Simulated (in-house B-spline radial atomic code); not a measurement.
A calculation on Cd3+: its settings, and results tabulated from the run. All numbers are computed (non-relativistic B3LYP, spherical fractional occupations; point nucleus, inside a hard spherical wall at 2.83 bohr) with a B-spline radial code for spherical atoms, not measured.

Command:
```bash
python run_scf.py task.json out
```
Settings:
```
Z                48
configuration    [Ar] 3d9 4s2 4p6 4d9 4f1
hamiltonian      nr
method           b3lyp
spin_polarised   False
wall_radius      2.83
```

Output (hartree, bohr):
```
 radial grid: 42 intervals, B-splines of order 8, outer radius 2.83 bohr

 iter        energy (Eh)    residual
    1       -5437.865227    5.88e-01
    2       -5441.508227    4.04e-01
    3       -5447.787817    4.14e-02
    4       -5447.877666    5.23e-03
    5       -5447.878354    3.18e-03
    6       -5447.878669    1.02e-03
    7       -5447.878711    1.23e-04
    8       -5447.878712    8.02e-06
    9       -5447.878712    6.07e-08

 total energy                     -5447.87871
 kinetic                            5448.8562
 electron-nucleus                 -12892.4223
 Hartree                            2144.2466
 exact exchange                      -28.9343
 exchange-correlation               -119.6249

 orbital      occ     eigenvalue          <r>       <r^2>       <1/r>       <r^4>       r_max
 1s         2.000      -947.7578    0.0317088  0.00134504     47.4734 4.57937e-06     0.02099
 2s         2.000      -140.5963      0.13725    0.022127     10.8245 0.000832294      0.1164
 2p         6.000      -131.2078     0.117219   0.0167144     10.8227 0.000548643     0.09127
 3s         2.000       -27.9725     0.368163    0.154725     3.90379   0.0363618      0.3343
 3p         6.000       -24.1580     0.359276    0.149553     3.82423   0.0356014      0.3207
 3d         9.000       -17.1274     0.329795    0.128884     3.67918   0.0305179      0.2639
 4s         2.000        -5.1892     0.890249    0.895976     1.54053     1.19061      0.8085
 4p         6.000        -3.9185     0.942923     1.01309     1.43447     1.56356      0.8389
 4d         9.000        -1.8014      1.09892     1.39269      1.1902     3.03938      0.9275
 4f         1.000         0.3746      1.46743     2.40226    0.794574     8.01352        1.48
```

Time taken, with all properties: 0.06 s on 1 thread of Arm Neoverse V2, with other jobs on the host.

Caution: exact exchange at fractional occupations of open shells leaves self-interaction of up to several eV.
